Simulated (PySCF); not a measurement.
Species: C7H5ClO (charge -1 and doublet state).
Geometry (GFN2-xTB, Å), atoms numbered from 1 in this order:
```
atom  x, y, z in Å
O1     2.910    1.445    0.485
C2     2.324    0.443    0.008
C3     0.940    0.181    0.004
C4     0.405   -1.008   -0.578
C5    -0.938   -1.264   -0.584
C6    -1.817   -0.343   -0.008
Cl7   -3.534   -0.671   -0.016
C8    -1.341    0.838    0.576
C9     0.001    1.090    0.580
H10    2.942   -0.353   -0.476
H11    1.090   -1.719   -1.023
H12   -1.331   -2.169   -1.030
H13   -2.043    1.535    1.016
H14    0.393    1.993    1.024
```

The hyperfine couplings belong to this conformer and change with its torsions.

The species is `[O-][CH]C1=CC=C(Cl)C=C1` [radical] (charge -1).

Method: PySCF, UKS B3LYP, pcH-1 on C Cl H O, non-relativistic, mean-field spin-orbit, GIAO. Whether the extra electron is bound in the gas phase wasn't checked; a finite basis holds it in any case. A GFN2-xTB geometry isn't a minimum of the functional, and hyperfine couplings can be far from their values at a DFT geometry, by a factor of two or more for some ions and for spin on atoms past the first row. The SCF solution wasn't tested for stability.

Q: The isotropic 13C couplings are +37.1, -19.5, -16.7, +11.2, +7.3, -6.8, +3.0 MHz. Assign them to C2; C3; C4; C5; C6; C8; C9.

A: 
```csv
site,a_iso (MHz),ρ(0) (bohr⁻³),position,distance from C6 (Å),spin population,largest |T| (MHz)
C2,+3.0,+0.0027,1 bond from O1,4.21,+0.18,34.3
C3,-6.8,-0.0060,2 bonds from O1,2.81,+0.11,20.9
C4,+7.3,+0.0065,2 bonds from C6,2.39,+0.13,21.9
C5,-16.7,-0.0148,1 bond from C6,1.40,-0.05,5.3
C6,+37.1,+0.0329,largest spin population,0.00,+0.31,58.2
C8,-19.5,-0.0173,1 bond from C6,1.40,-0.08,8.9
C9,+11.2,+0.0100,2 bonds from C6,2.39,+0.18,28.4
```

ρ(0) is the spin density at the nucleus and T the dipolar tensor; a_iso includes a spin–orbit part. The Mulliken spin populations are largest on C6 (+0.31), O1 (+0.24), C2 (+0.18) and C9 (+0.18). Four atoms exceed +0.15. Main spin sites, with 60 % or more of the largest population: O1, C6; positions count bonds from the nearest.

C4 and C9, with what hangs on them, aren't averaged: C3 is flat or nearly so (angle sum 360°), and its turn about the short C3–C2 bond (1.41 Å) is taken as slow.

C2, the radical centre as drawn in `[O-][CH]c1ccc(Cl)cc1`, holds a spin population of +0.18 out of 1.
